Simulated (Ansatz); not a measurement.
Geometry optimisation, RKS PBE0-D4/def2-SVP in Ansatz.

input.yaml

```yaml
crystal:
  periodic: [false, false, false]
  atoms:
    - { symbol: Al, position_ang: [-0.799656, -0.438303, 0.040231] }
    - { symbol: "N", position_ang: [1.929475, 1.243619, -0.004067] }
    - { symbol: "N", position_ang: [-0.385, -2.13271, 0.354286] }
    - { symbol: "N", position_ang: [-1.527012, 0.115263, -1.47406] }
    - { symbol: H, position_ang: [1.290423, 1.510527, 0.746812] }
    - { symbol: O, position_ang: [-0.755509, 0.771312, 1.390761] }
    - { symbol: H, position_ang: [2.837694, 1.060187, 0.415369] }
    - { symbol: H, position_ang: [2.035023, 2.052705, -0.611587] }
    - { symbol: H, position_ang: [0.198896, -2.453779, 1.116656] }
    - { symbol: H, position_ang: [-0.544825, -2.89275, -0.295748] }
    - { symbol: H, position_ang: [-1.452177, -0.335613, -2.3768] }
    - { symbol: H, position_ang: [-1.90022, 1.05093, -1.580021] }
    - { symbol: H, position_ang: [-0.927013, 0.448512, 2.278268] }
basis:
  gaussian: { orbitals: def2-SVP }
hamiltonian:
  xc: pbe0
  dispersion: d4
relax:
  f_tol: 0.03
  max_steps: 50
```

Command:

```bash
$ ansatz run input.yaml --threads 2 --pin off --max-ram 3072MiB --backend cpu --events-out ev --progress --plain --runs-dir out
```

Task: Where does it end, and by what steps?

Result: The run converged. After 14 steps the energy has fallen by 0.987 eV; H7 moved furthest, 1.05 Å. Joined: Al1–N2.

| step | energy less start (eV) | largest force component (eV/Å) | accepted |
| --- | --- | --- | --- |
| 0 | 0.0000 | 1.335 | yes |
| 1 | -0.2189 | 0.857 | yes |
| 2 | -0.4432 | 0.585 | yes |
| 3 | -0.6767 | 0.683 | yes |
| 4 | -0.7851 | 0.923 | yes |
| 5 | -0.8797 | 0.681 | yes |
| 6 | -0.9368 | 0.468 | yes |
| 7 | -0.8823 | 1.109 | no |
| 8 | -0.9749 | 0.178 | yes |
| 9 | -0.9832 | 0.106 | yes |
| 10 | -0.9827 | 0.097 | no |
| 11 | -0.9856 | 0.106 | yes |
| 12 | -0.9864 | 0.036 | yes |
| 13 | -0.9862 | 0.063 | no |
| 14 | -0.9869 | 0.010 | yes |

```xyz
13
Properties=species:S:1:pos:R:3
Al -0.340 -0.096 0.172
N 1.433 0.895 0.050
N 0.173 -1.830 0.245
N -1.127 0.397 -1.385
H 1.510 1.569 0.811
O -0.790 0.779 1.614
H 2.238 0.270 0.058
H 1.406 1.390 -0.842
H 0.528 -2.263 1.092
H -0.292 -2.546 -0.303
H -1.275 -0.241 -2.160
H -1.853 1.106 -1.413
H -1.611 0.569 2.061
```

Run time: 52 s on 2 threads of Arm Neoverse V1, with other jobs on the host, peak memory 0.25 GiB.
